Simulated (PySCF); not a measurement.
Compounds:
1. `O=COC1=CC[C@H]1F`, C$_{5}$H$_{5}$FO$_{2}$
2. `C=CP(C#CC)c1ccco1`, C$_{9}$H$_{9}$OP
3. `C=Cn1ncpc1OC`, C$_{5}$H$_{7}$N$_{2}$OP
4. `O=CC1=C(F)OCC1`, C$_{5}$H$_{5}$FO$_{2}$
5. `C[SiH](C)/C=C/C(=O)OC=O`, C$_{6}$H$_{10}$O$_{3}$Si
6. SMILES C#Cc1pc(C)oc1C1CC1, C$_{9}$H$_{9}$OP

All values are calculated (PySCF 2.14): geometry from GFN2-xTB, NMR shieldings at PBE0/pcSseg-1/GIAO. In vacuum, no relativistic terms, one averaged value for each set of equivalent atoms, one conformer.

Referencing at the same level of theory: 1H (31.72 ppm) and 13C (186.93 ppm) against TMS. Shifts are as computed. Against solution values, carbons near 30 ppm lie about +3 ppm off and those near 130 ppm about +5 ppm. Of 1211 compounds with measured shifts, 218 miss one by over three times the rms of a fit or turn the order of signals round; such compounds aren't used in these exercises.

Problem. Which show a 1H signal above 9 ppm from a carbon-bound hydrogen?

Solution. 4 (10.11: hydrogen on an aldehyde carbonyl carbon).

Problem. Which show a 1H signal below 0.7 ppm from a carbon-bound hydrogen?

Solution. 5 (0.29: hydrogen on a methyl carbon bonded to Si).

Problem. Which give exactly 8 13C signals?

Solution. 6 (δ 201.8, 176.5, 122.1, 93.1, 82.1, 21.3, 14.7, 11.6).
